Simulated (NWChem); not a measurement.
System: ZnSH cation; SMILES [SH][Zn+]

### Question
Give the equilibrium geometry at PBE0/def2-SVP (NWChem) as a list of bonds and angles, with the point group.

### Answer
point group Cs; any orientation.
Bond lengths (Å): Zn1–S2 2.161, S2–H3 1.360. Angles (°): Zn1–S2–H3 92.1.
